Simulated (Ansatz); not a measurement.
Isolated molecules relaxed with PBE0-D4/def2-TZVP in Ansatz; ΔE leaves out vibrations. CCSD(T)/CBS adds triple-zeta CCSD(T) − MP2 to the extrapolated MP2 energy (def2 sets, frozen cores). This one scheme is used for every species, atoms too. For atomizations the MP2-based limit and the directly extrapolated one differ by several kJ/mol either way, and by 10 to 25 for some Ge, Se and Sn compounds, so smaller differences from it don't rank the levels. DFT in def2-TZVPP. HSE06 is defined as in plane-wave codes. No spin–orbit coupling; open shells (•) take unrestricted orbitals. Spin–orbit coupling would lower the free atoms: a little for C, Cl, F, Si. One conformer a species, not always the lowest.

Reaction (atomization): `FC[SiH2]CCl` → 2 C• + Cl• + F• + 6 H• + Si•

CCSD(T)/CBS gives +3799.5 kJ/mol.

Another level gave +3775.3 kJ/mol. Which?
A. HSE06-D4/def2-TZVPP
B. CCSD/def2-TZVPP
C. BLYP/def2-TZVPP
D. BLYP-D4/def2-TZVPP

D. BLYP-D4 3775.3, HSE06-D4 3804.1, BLYP 3724.1, CCSD/def2-TZVPP 3647.5 kJ/mol.

Largest T1 diagnostic among the species: 0.012.

The D4 term adds +37.7 kJ/mol with B3LYP and +19.8 kJ/mol with PBE0; it sums over pairs of atoms, weighted by their polarisabilities, and B3LYP, whose exchange is more repulsive, gets the larger term. From BLYP to BHLYP (50 % exact exchange), in def2-TZVPP and without D4, ΔE moves by −60.0 kJ/mol: exact exchange takes away binding that semilocal exchange gives to molecules. Leaving LDA and LC-ωPBE aside and taking each functional with its dispersion term where it has one, the values, not all of them listed here, spread over 165.7 kJ/mol, from BHLYP-D4 to PBE-D4. LDA lies +503.0 kJ/mol from PBE without D4, its usual overbinding.

B3LYP here is the variant with VWN-RPA as its local correlation; programs differ in this.
